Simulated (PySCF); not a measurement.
**Spinor energies of Fe²⁺ (iron, charge +2)**

Start: [Ar] 3d6; 3d3/2 filled at m_j = -3/2, -1/2, +1/2, +3/2; 3d5/2 filled at m_j = +3/2, +5/2. Calculated with PySCF 2.14 in x2c-QZVPPall-2c (11s9p5d4f2g, 109 functions): generalised Hartree-Fock with the X2C-1e Hamiltonian and a Gaussian nucleus; one run each with spin-orbit coupling (SO) switched off, then screened by Boettger's factors.

```tsv
spinor shell	electrons	ε, spin-free (eV)	ε, screened SO (eV)	weight of nominal j (screened SO)	rms radius, screened SO (bohr)
1s1/2	2	-7193.7	-7193.6	1.000	0.0675
2s1/2	2	-900.72	-900.69	1.000	0.288
2p1/2	2	-766.54	-775.52	0.987	0.259
2p3/2	4	-766.54	-762.12	0.994	0.261
3s1/2	2	-133.70	-133.69	1.000	0.872
3p3/2	4	-93.305	-92.532	0.830	0.936
3p1/2	2	-93.305	-94.848	0.660	0.932
3d3/2	4	-35.671	-35.327	0.660	1.19
3d5/2	2	-35.671	-36.361	0.895	1.17
```

```
   quantity    spin-free  screened SO
E (hartree)  -1270.56174  -1270.58424
        M_J            4            4
       ⟨J²⟩       20.008       20.008
       ⟨L²⟩        6.003        6.010
       ⟨S²⟩        6.004        6.001
```

Each row is a mean over spinors that exchange with the open shell spreads, by up to 15.393 eV (3p3/2).

Rows whose weight is well below 1 are mixtures of j = l ± 1/2: exchange outweighs spin-orbit coupling there, and the label is only the starting occupation.

Without spin-orbit coupling the j labels of p, d and f shells carry no meaning; the spin-free column gives the mean over the occupied spinors of each nl shell.
